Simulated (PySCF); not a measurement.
GeH2F2, SMILES [GeH2]([F])[F]. Heavy atoms are numbered as in [GeH2:1]([F:2])[F:3]. Hydrogens are named by the atom that carries them.

Coordinates come from a ωB97X-D3(BJ)/def2-TZVP optimisation.

Computed with PBE0/pcSseg-2 (PySCF).

GIAO shieldings, no solvent; atoms alike by connectivity are averaged. δ = σ(ref) − σ: ⁷³Ge against GeH4 (σ = 1662.5 ppm); ¹⁹F against CFCl3 (σ = 165.8 ppm); ¹H against TMS (σ = 31.54 ppm), references at their B3LYP-D3(BJ)/def2-TZVP geometries, non-relativistic.

| atoms | nucleus | count | δ (ppm) |
|---|---|---|---|
| Ge1 (GeH2) | ⁷³Ge | 1 | 333.5 |
| F2 | ¹⁹F | 2 | -191.9 |
| H on Ge1 | ¹H | 2 | … |

**Question.** Complete the blanks. (Estimate from the structure and the level; the computed values follow.)

**Answer.** 
- H on Ge1, δ (ppm): 6.09
